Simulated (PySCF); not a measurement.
NMR data simulated for an unnamed compound:

$^{1}$H NMR (600 MHz, computed): δ 7.50 (m, 1H), 6.71 (m, 1H), 5.79 (m, 1H), 4.22 (d, 3H), 1.23 (m, 2H).

$^{13}$C{$^{1}$H} NMR (computed): δ 163.9 (CH), 154.5 (CH).

- σ from GIAO-PBE0/pcSseg-1
- structure optimised with GFN2-xTB
- run in PySCF 2.14.0 with density-fitted response routines
- relativity neglected, one averaged value for each set of equivalent atoms, no solvent model, a single conformation

Chemical shifts δ = σref − σ; TMS for $^{1}$H (σ = 31.72 ppm) and $^{13}$C (σ = 186.93 ppm), all at this level.

Problem. Which of these does the molecule contain: a Si–CH3 group, an N-methyl group, a non-aromatic C=C double bond, a Si–H bond, a vinyl group CH=CH2?

Solution. 
- A Si–CH3 group: no.
- An N-methyl group: no.
- A non-aromatic C=C double bond: yes.
- A Si–H bond: yes (δH 5.79 (m)).
- A vinyl group CH=CH2: no.

The data belong to `F[Si@@H](P)/C=C/[SiH3]`, C2H8FPSi2; they needn't prove each group on their own.

Carbon signals by region: 1 in the far downfield region (above 160 ppm), 1 in the sp2 and nitrile region (100–160 ppm). Above 160 ppm: 163.9, alkene CH.

Splittings by $^{19}$F and $^{31}$P in the carbon and heteronuclear signals aren't shown, as no couplings were computed. Shifts are as computed. Against solution values, carbons near 30 ppm lie about +3 ppm off and those near 130 ppm about +5 ppm. Of 1211 compounds with measured shifts, 218 miss one by over three times the rms of a fit or turn the order of signals round; such compounds aren't used in these exercises. Multiplicities follow the n + 1 count of equivalent neighbours, as no J values were calculated; m marks all less simple cases, F and P coupling included.
